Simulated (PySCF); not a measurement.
A series of related compounds: `C=C[C@@H]1C[P@@H](=S)[C@@H]1C=C`, C7H11PS; SMILES [C@@H]1(C=C)CC[P@H]1=S, C5H9PS; `C=C[C@@H]1[C@@H](C)C[P@H]1=S`, C6H11PS; SMILES C=C[C@@H]1[C@H](C(F)(F)F)C[P@@H]1=S, C6H8F3PS; SMILES C=C[C@@H]1[C@H](CC)C[P@@H]1=S, C7H13PS; `C=C[C@@H]1[C@@H]([SiH3])C[P@@H]1=S`, C5H11PSSi; `C=C[C@@H]1[C@H](OC)C[P@H]1=S`, C6H11OPS.

- geometry from GFN2-xTB
- PBE0/pcSseg-1 with gauge-including orbitals
- run in PySCF 2.14.0 with density-fitted response routines
- no solvent, one averaged value for each set of equivalent atoms, a single conformation, non-relativistic

δ = σ(ref) − σ, references computed at the same level: 33S (σ = 503.73 ppm) against CS2; 31P (σ = 318.38 ppm) against H3PO4.

Task: How does the 33S shift change along the series?

Result: 
| compound | change | δ (ppm) | HOMO–LUMO gap (eV) |
| --- | --- | --- | --- |
| C=C[C@@H]1C[P@@H](=S)[C@@H]1C=C | C2H5 replaced by vinyl | -186 | 6.38 |
| C=C[C@@H]1CC[P@H]1=S | C2H5 replaced by H | -182 | 6.49 |
| C=C[C@@H]1[C@@H](C)C[P@H]1=S | C2H5 replaced by CH3 | -200 | 6.14 |
| C=C[C@@H]1[C@H](C(F)(F)F)C[P@@H]1=S | C2H5 replaced by CF3 | -220 | 6.60 |
| C=C[C@@H]1[C@H](CC)C[P@@H]1=S | base | -220 | 6.46 |
| C=C[C@@H]1[C@@H]([SiH3])C[P@@H]1=S | C2H5 replaced by SiH3 | -204 | 6.41 |
| C=C[C@@H]1[C@H](OC)C[P@H]1=S | C2H5 replaced by OCH3 | -195 | 6.14 |

Task: How does the 31P shift change along the series?

Result: 
| compound | change | δ (ppm) | HOMO–LUMO gap (eV) |
| --- | --- | --- | --- |
| C=C[C@@H]1C[P@@H](=S)[C@@H]1C=C | C2H5 replaced by vinyl | 8.1 | 6.38 |
| C=C[C@@H]1CC[P@H]1=S | C2H5 replaced by H | 10.9 | 6.49 |
| C=C[C@@H]1[C@@H](C)C[P@H]1=S | C2H5 replaced by CH3 | -1.5 | 6.14 |
| C=C[C@@H]1[C@H](C(F)(F)F)C[P@@H]1=S | C2H5 replaced by CF3 | -14.7 | 6.60 |
| C=C[C@@H]1[C@H](CC)C[P@@H]1=S | base | -9.7 | 6.46 |
| C=C[C@@H]1[C@@H]([SiH3])C[P@@H]1=S | C2H5 replaced by SiH3 | -2.2 | 6.41 |
| C=C[C@@H]1[C@H](OC)C[P@H]1=S | C2H5 replaced by OCH3 | 10.2 | 6.14 |
